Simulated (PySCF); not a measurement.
Isomers of C5H9BO2, mass 112.070 u with the commonest isotopes. Level of theory: PBE0-D3(BJ)/def2-SVP geometry optimisation, gas phase in PySCF. One conformer each, none proved a minimum here; rigid rotors.

Problem. Order these by rotational constant C, smallest first.
A. `[CH2:1]=[C:2]([CH3:3])[C:4](=[CH2:5])[B:6]([OH:7])[OH:8]` with C1–C2–C4–C5 179°, C4–B6–O7–H 178°, C4–B6–O8–H 6°
B. `[CH2:1]=[CH:2][CH2:3][C@@H:4]1[CH2:5][O:6][BH:7][O:8]1` with C1–C2–C3–C4 -113°, C2–C3–C4–C5 -67°
C. `[OH:1][B:2]([OH:3])[C@@:4]12[CH2:5][CH2:6][C@@H:7]1[CH2:8]2` with H–O1–B2–O3 -2°, O1–B2–O3–H -1°, O1–B2–C4–C5 -172°

Solution. B (1029 MHz), A (1092 MHz), C (1287 MHz).

Problem. Order these by dipole moment, largest first.
A. `[CH2:1]=[C:2]([CH3:3])[C:4](=[CH2:5])[B:6]([OH:7])[OH:8]` with C1–C2–C4–C5 179°, C4–B6–O7–H 178°, C4–B6–O8–H 6°
B. `[CH2:1]=[CH:2][CH2:3][C@@H:4]1[CH2:5][O:6][BH:7][O:8]1` with C1–C2–C3–C4 -113°, C2–C3–C4–C5 -67°
C. `[OH:1][B:2]([OH:3])[C@@:4]12[CH2:5][CH2:6][C@@H:7]1[CH2:8]2` with H–O1–B2–O3 -2°, O1–B2–O3–H -1°, O1–B2–C4–C5 -172°

Solution. C (2.65 D), B (2.30 D), A (1.28 D).

Problem. Order these by rotational constant A, smallest first.
A. `[OH:1][B:2]([OH:3])[C@@:4]12[CH2:5][CH2:6][C@@H:7]1[CH2:8]2` with H–O1–B2–O3 -2°, O1–B2–O3–H -1°, O1–B2–C4–C5 -172°
B. `[CH2:1]=[C:2]([CH3:3])[C:4](=[CH2:5])[B:6]([OH:7])[OH:8]` with C1–C2–C4–C5 179°, C4–B6–O7–H 178°, C4–B6–O8–H 6°
C. `[CH2:1]=[CH:2][CH2:3][C@@H:4]1[CH2:5][O:6][BH:7][O:8]1` with C1–C2–C3–C4 -113°, C2–C3–C4–C5 -67°

Solution. B (3241 MHz), A (3706 MHz), C (5781 MHz).

| SMILES | point group | Ia (u·Å²) | Ib (u·Å²) | Ic (u·Å²) | κ | μa (D) | μb (D) | μc (D) |
| --- | --- | --- | --- | --- | --- | --- | --- | --- |
| C=C(C)C(=C)B(O)O | C1 | 155.93 | 340.37 | 462.61 | -0.63 | 0.21 | 1.04 | 0.71 |
| C=CC[C@@H]1COBO1 | C1 | 87.43 | 435.75 | 491.10 | -0.94 | 2.06 | 0.93 | 0.46 |
| OB(O)[C@@]12CC[C@@H]1C2 | C1 | 136.38 | 311.59 | 392.76 | -0.72 | 2.54 | 0.07 | 0.75 |
